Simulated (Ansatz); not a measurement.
Geometry optimisation, RKS PBE-D4/def2-SVPD (Ansatz).

Input:

```yaml
crystal:
  periodic: [false, false, false]
  atoms:
    - { symbol: Ge, position_ang: [0.16758, -0.050588, -0.069358] }
    - { symbol: H, position_ang: [0.105162, 0.08718, 1.472819] }
    - { symbol: F, position_ang: [1.881849, -0.08286, -0.492284] }
    - { symbol: F, position_ang: [-0.438112, 1.462644, -0.737194] }
    - { symbol: H, position_ang: [-0.51743, -1.228404, -0.779961] }
    - { symbol: Cl, position_ang: [-2.844102, -0.22521, 1.549831] }
    - { symbol: H, position_ang: [-1.663747, 0.154039, 2.058147] }
basis:
  gaussian: { orbitals: def2-SVPD }
hamiltonian:
  xc: pbe
  dispersion: d4
relax:
  f_tol: 0.03
  max_steps: 50
```

Command:

```bash
$ ansatz run input.yaml --threads 4 --pin off --max-ram 5120MiB --backend cpu --events-out ev --progress --plain --runs-dir out
```

**Question.** Where does it end, and by what steps?

**Answer.** It converged. After 19 steps the energy has fallen by 0.242 eV; H7 moved furthest, 1.11 Å.

```json
{"step": "0", "energy less start (eV)": "0.0000", "largest force component (eV/Å)": "0.952", "accepted": "yes"}
{"step": "1", "energy less start (eV)": "-0.0505", "largest force component (eV/Å)": "0.521", "accepted": "yes"}
{"step": "2", "energy less start (eV)": "-0.0668", "largest force component (eV/Å)": "0.617", "accepted": "yes"}
{"step": "3", "energy less start (eV)": "-0.0918", "largest force component (eV/Å)": "0.641", "accepted": "yes"}
{"step": "4", "energy less start (eV)": "-0.1062", "largest force component (eV/Å)": "0.146", "accepted": "yes"}
{"step": "5", "energy less start (eV)": "-0.1110", "largest force component (eV/Å)": "0.430", "accepted": "yes"}
{"step": "6", "energy less start (eV)": "-0.1270", "largest force component (eV/Å)": "0.031", "accepted": "yes"}
{"step": "7", "energy less start (eV)": "-0.1306", "largest force component (eV/Å)": "0.094", "accepted": "yes"}
{"step": "8", "energy less start (eV)": "-0.1023", "largest force component (eV/Å)": "1.252", "accepted": "no"}
{"step": "9", "energy less start (eV)": "-0.1350", "largest force component (eV/Å)": "0.208", "accepted": "yes"}
{"step": "10", "energy less start (eV)": "-0.1387", "largest force component (eV/Å)": "0.400", "accepted": "yes"}
{"step": "11", "energy less start (eV)": "-0.1450", "largest force component (eV/Å)": "0.625", "accepted": "yes"}
{"step": "12", "energy less start (eV)": "-0.1682", "largest force component (eV/Å)": "0.123", "accepted": "yes"}
{"step": "13", "energy less start (eV)": "-0.1841", "largest force component (eV/Å)": "0.054", "accepted": "yes"}
{"step": "14", "energy less start (eV)": "-0.2013", "largest force component (eV/Å)": "0.469", "accepted": "yes"}
{"step": "15", "energy less start (eV)": "-0.2129", "largest force component (eV/Å)": "0.717", "accepted": "yes"}
{"step": "16", "energy less start (eV)": "-0.2343", "largest force component (eV/Å)": "0.115", "accepted": "yes"}
{"step": "17", "energy less start (eV)": "-0.2360", "largest force component (eV/Å)": "0.100", "accepted": "yes"}
{"step": "18", "energy less start (eV)": "-0.2362", "largest force component (eV/Å)": "0.140", "accepted": "yes"}
{"step": "19", "energy less start (eV)": "-0.2416", "largest force component (eV/Å)": "0.022", "accepted": "yes"}
```

```xyz
7
Properties=species:S:1:pos:R:3
Ge 0.317 -0.200 0.025
H 0.877 -0.464 1.432
F 1.646 0.348 -0.995
F -0.725 1.247 0.148
H -0.479 -1.255 -0.760
Cl -2.775 -0.247 1.925
H -2.169 0.688 1.228
```

Whether the end is a true minimum wasn't checked by a vibrational analysis.

Run time: 19 s on 4 threads of Intel(R) Xeon(R) Platinum 8488C (Sapphire Rapids), on a shared host, peak memory 0.21 GiB.
